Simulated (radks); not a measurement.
Effect of the nuclear size on the zinc ion Zn+, [Ar] 3d10 4s1. Calculated with a radial shooting solver on a logarithmic mesh with Libxc functionals: Dirac Kohn-Sham, PBE, spin-unpolarised, spherical densities, finite nucleus; Fermi nuclear charge, rms radius 3.9283 fm. The rms radius is varied about that value; shifts are against it.

| rms radius (fm) | total energy shift (eV) | density at nucleus (e/bohr^3) | 1s1/2 shift (meV) | 2s1/2 shift (meV) | 2p1/2 shift (meV) | 3s1/2 shift (meV) |
|---|---|---|---|---|---|---|
| 3.3626 | -0.0627 | 2.53e+04 | -26.6 | -2.55 | 0.211 | -0.377 |
| 3.724 | -0.0237 | 2.515e+04 | -10.1 | -0.964 | 0.080 | -0.143 |
| 3.9283 | 0 | 2.508e+04 | 0.000 | 0.000 | 0.000 | 0.000 |
| 4.0579 | 0.0157 | 2.503e+04 | 6.65 | 0.637 | -0.053 | 0.094 |
| 4.5058 | 0.0734 | 2.489e+04 | 31.2 | 2.99 | -0.247 | 0.442 |

Slopes of the eigenvalues against <r^2> in GHz/fm^2, as finite differences over the two radii next to the reference (eigenvalue slopes, not the field-shift constants of lines): 1s1/2 1560, 2s1/2 149, 2p1/2 -12.3, 3s1/2 22.0.
